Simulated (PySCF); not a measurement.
## Electron correlation in Br (bromine, neutral)

[Ar] 3d10 4s2 4p5, 2P determinant. Computed with PySCF 2.14 in Sapporo-DKH3-DZP-2012, with the spin-free X2C one-electron Hamiltonian (Gaussian nucleus). Frozen: [Ar] 3d10; 7 electrons correlated.

MP2 pair energies summed by pair of shells (mhartree):

| pair | energy | share (%) |
| --- | --- | --- |
| 4p-4p | -65.48 | 66.1 |
| 4s-4p | -27.84 | 28.1 |
| 4s-4s | -5.77 | 5.8 |

Total MP2 correlation energy: -99.08 mhartree.

Same-spin part -25.63 and opposite-spin part -73.45 mhartree; SCS-MP2 scales them by 1/3 and 6/5 to -96.68 mhartree.

| level | correlation energy (mhartree) |
| --- | --- |
| CCSD | -113.02 |
| (T) | -1.53 |
| CCSD(T) | -114.55 |

Diagnostics: T1 = 0.0060, D1 = 0.0191, largest double amplitude 0.050.

**Question.** Is a single reference adequate?

**Answer.** Yes, within this model without spin-orbit coupling: T1 lies below 0.03 and no double amplitude reaches 0.07.
